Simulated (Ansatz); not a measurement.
# Abstraction of Cl: C2H5Cl2In + CHF2 → C2H5ClIn + CHClF2

Species: C2H5Cl2In `C[CH2][In]([Cl])[Cl]`, singlet; CHF2 (difluoromethyl radical) `F[CH]F`, doublet; C2H5ClIn `C[CH2][In][Cl]`, doublet; CHClF2 `FC(F)Cl`, singlet. A radical takes Cl: the energy is the difference in strength between the In–Cl bond broken and the C–Cl bond made.

Shapes, held fixed at every level: PBE0-D4/def2-TZVP. Flexible molecules stand in one conformer, not always the lowest. Programs: Ansatz 0.2.0. Electronic energies: no zero-point or thermal term.

```csv
level,kind,ΔE (kJ/mol),less CCSD(T)/def2-TZVPP,CPU time (sum over the molecules)
HF/def2-TZVPP,Hartree–Fock,+61.0,+39.2,–
PBE-D4/def2-TZVPP,GGA,+0.3,-21.5,39 s
r2SCAN-D4/def2-TZVPP,meta-GGA,+17.8,-4.0,89 s
B3LYP-D4/def2-TZVPP,global hybrid,+8.7,-13.1,78 s
PBE0-D4/def2-TZVPP,global hybrid,+14.5,-7.3,58 s
wB97M-V/def2-TZVPP,range-separated hybrid,+16.6,-5.2,2.6 min
B2PLYP/def2-TZVPP,double hybrid,+17.6,-4.2,76 s
CCSD(T)/def2-TZVPP,coupled cluster or CI,+21.8,0.0,2.1 min
```

The highest level, CCSD(T)/def2-TZVPP, gives ΔE = +21.8 kJ/mol; the levels span +0.3 to +61.0. The column of differences is taken from that level and isn't an error. No measured value is set beside it here. Spin contamination: C2H5ClIn (⟨S²⟩ up to 0.80). Open shells run unrestricted. For atoms past krypton def2 sets carry core potentials with scalar relativity. Outer-core shells of In are correlated, in sets that cover them unevenly. Times are processor times on shared x86 and Arm servers, and rough.
